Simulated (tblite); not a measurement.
Species: C₃H₁₁GeOSi (doublet state).
Geometry (GFN2-xTB, Å), atoms numbered from 1 in this order:
```
atom  x, y, z in Å
C1    -1.5820    1.2008    0.6493
C2    -1.0954    0.1179   -0.2428
C3    -1.6848   -1.2334   -0.0647
Ge4    0.3760    0.4101   -1.4578
O5     1.9227    0.1139   -0.6670
Si6    2.7734   -0.3019    0.6406
H7    -1.1340    2.1566    0.3800
H8    -2.6706    1.2932    0.5982
H9    -1.3360    0.9905    1.6952
H10   -1.3087   -1.9241   -0.8187
H11   -2.7761   -1.1977   -0.1291
H12   -1.4431   -1.6409    0.9223
H13    0.4039   -0.5723   -2.6024
H14    0.5149    1.8453   -1.9011
H15    3.6259    0.8444    0.9522
H16    1.8728   -0.5949    1.7629
H17    3.5341   -1.4956    0.2729
```

Method: GFN2-xTB as coded in tblite; computed harmonic values from a numerical Hessian at the method's own geometry, unscaled. Errors from tens to a few hundred cm⁻¹ against measured bands are possible. Modes of hydrogen on germanium and silicon can be 10 to 20 % off. One conformer, not necessarily the lowest. Open shells enter through the occupations alone, without spin polarisation, and single modes of such species can be off by tens of per cent. The optimisation stopped once no atom felt more than 0.01 eV/Å.

Lowest wavenumbers of the output (negative numbers stand for imaginary wavenumbers):
```
mode    cm-1
  1     -62.0
  2     -25.4
  3      20.9
  4      48.9
  5      97.7
  6     103.8
  7     154.9
  8     210.4
```

Question: Is this structure a minimum?

Answer: No. 2 modes are imaginary beyond 20i (62i and 25i cm⁻¹), so at this level the point lies at or near a saddle of order 2.

Question: Which atoms move in the imaginary modes?

Answer: 62i: O5 (oxygen bonded to Ge and Si) 55 %, H15 (hydrogen on silicon) 15 %, H17 (hydrogen on silicon) 15 %; 25i: H16 (hydrogen on silicon) 28 %, H15 (hydrogen on silicon) 22 %, H17 (hydrogen on silicon) 21 %, O5 (oxygen bonded to Ge and Si) 19 %. These are shares of the mass-weighted motion.

Question: What is the remedy?

Answer: Step along such a mode in both directions, optimise again with tighter thresholds and repeat the frequencies. The zero-point energy of this point (75.0 kcal/mol) counts the 43 real modes alone, and thermal corrections from it aren't those of a minimum.
